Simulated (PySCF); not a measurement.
# Electron correlation in Cl⁺ (chlorine, charge +1)

[Ne] 3s2 3p4, high-spin 3P determinant. Calculation: PySCF 2.14, in 6-31G*; the non-relativistic Hamiltonian (point nucleus). Frozen: [Ne]; 6 electrons correlated.

MP2 pair energies summed by pair of shells (mhartree):

| pair | energy | share (%) |
| --- | --- | --- |
| 3p-3p | -39.97 | 47.6 |
| 3s-3p | -36.81 | 43.9 |
| 3s-3s | -7.13 | 8.5 |

Total MP2 correlation energy: -83.91 mhartree.

Same-spin part -20.04 and opposite-spin part -63.87 mhartree; SCS-MP2 scales them by 1/3 and 6/5 to -83.33 mhartree.

| level | correlation energy (mhartree) |
| --- | --- |
| CCSD | -102.63 |
| (T) | -1.16 |
| CCSD(T) | -103.79 |

Diagnostics: T1 = 0.0058, D1 = 0.0189, largest double amplitude 0.049.

Cost of the coupled-cluster step: 0.07 s of wall time on 1 thread of Neoverse-V2 (shared host), for 6 correlated electrons.

Iterations:

```
CC2 = 0
CCSD nocc = (np.int64(4), np.int64(2)), nmo = (13, 13)
frozen orbitals [[0, 1, 2, 3, 4], [0, 1, 2, 3, 4]]
max_cycle = 100
direct = 0
conv_tol = 1e-08
conv_tol_normt = 1e-06
diis_space = 8
diis_start_cycle = 0
Init t2, MP2 energy = -0.0839144586936496
Init E_corr(UCCSD) = -0.0839144586943933
cycle = 1  E_corr(UCCSD) = -0.0983800208197066  dE = -0.0144655621  norm(t1,t2) = 0.0345475
cycle = 2  E_corr(UCCSD) = -0.10138913538636  dE = -0.00300911457  norm(t1,t2) = 0.010593
cycle = 3  E_corr(UCCSD) = -0.102651009094925  dE = -0.00126187371  norm(t1,t2) = 0.00388533
cycle = 4  E_corr(UCCSD) = -0.102627299154992  dE = 2.37099399e-05  norm(t1,t2) = 0.000408716
cycle = 5  E_corr(UCCSD) = -0.102630861530405  dE = -3.56237541e-06  norm(t1,t2) = 0.000100182
cycle = 6  E_corr(UCCSD) = -0.1026301333471  dE = 7.28183305e-07  norm(t1,t2) = 2.24869e-05
cycle = 7  E_corr(UCCSD) = -0.102630345245908  dE = -2.11898808e-07  norm(t1,t2) = 3.46262e-06
cycle = 8  E_corr(UCCSD) = -0.102630274946139  dE = 7.02997686e-08  norm(t1,t2) = 4.65002e-07
cycle = 9  E_corr(UCCSD) = -0.102630283112841  dE = -8.16670141e-09  norm(t1,t2) = 8.93888e-08
UCCSD converged
E(UCCSD) = -459.1161691125778  E_corr = -0.1026302831128408
UCCSD(T) correction = -0.00115962798273287
```
